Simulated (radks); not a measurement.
Problem. Ta II, 72 electrons, occupied as [Xe] 4f14 5d3 6s1. All-electron calculation, scalar-relativistic Kohn-Sham, r2SCAN, spin-polarised, spherical densities, finite nucleus; open shells are filled with parallel spins first (spin-orbit coupling, left out, can overturn this in heavy ions); meta-GGA in the generalised Kohn-Sham scheme; Fermi nuclear charge, rms radius 5.3507 fm. Program: a radial shooting solver on a logarithmic mesh with Libxc functionals. Some entries of the table are withheld. Estimate them.

| orbital | occ. | eigenvalue (eV) | <r> (bohr) | <1/r> (bohr^-1) |
|---|---|---|---|---|
| 1s down | 1 | -67444.41 | 0.01867 | 85.40 |
| 1s up | 1 | -67444.41 | 0.01867 | 85.40 |
| 2s up | 1 | -11619.03 | 0.07894 | 19.97 |
| 2s down | 1 | -11618.85 | 0.07894 | 19.97 |
| 2p up | 3 | -10181.00 | 0.07057 | 18.15 |
| 2p down | 3 | -10180.86 | 0.07057 | 18.15 |
| 3s down | 1 | -2676.717 | 0.2046 | 7.404 |
| 3s up | 1 | -2676.710 | 0.2046 | 7.404 |
| 3p up | 3 | -2246.937 | 0.2047 | 6.845 |
| 3p down | 3 | -2246.931 | 0.2047 | 6.844 |
| 3d up | 5 | -1744.522 | 0.1857 | 6.462 |
| 3d down | 5 | -1744.441 | 0.1857 | 6.462 |
| 4s up | 1 | -556.7890 | 0.4589 | 3.130 |
| 4s down | 1 | -556.6768 | 0.4589 | 3.129 |
| 4p up | 3 | -415.1815 | 0.4875 | 2.849 |
| 4p down | 3 | -415.0848 | 0.4876 | 2.849 |
| 4d up | 5 | -232.9715 | 0.5232 | 2.530 |
| 4d down | 5 | -232.8463 | 0.5231 | 2.530 |
| 5s up | 1 | (1) | 1.108 | 1.201 |
| 5s down | 1 | (2) | 1.099 | 1.212 |
| 5p up | 3 | -48.4468 | (3) | (4) |
| 5p down | 3 | -46.5002 | (5) | (6) |
| 4f up | 7 | -32.0531 | 0.6418 | 1.998 |
| 4f down | 7 | -31.7059 | 0.6351 | 2.009 |
| 6s up | 1 | -12.6854 | 2.992 | 0.4231 |
| 5d up | 3 | -11.5099 | 2.080 | 0.6260 |
| 5d down | 0 | -7.9464 | 2.065 | 0.6435 |

Solution. 
(1) 5s up eigenvalue (eV): -82.3253
(2) 5s down eigenvalue (eV): -81.0409
(3) 5p up <r> (bohr): 1.303
(4) 5p up <1/r> (bohr^-1): 1.004
(5) 5p down <r> (bohr): 1.281
(6) 5p down <1/r> (bohr^-1): 1.022
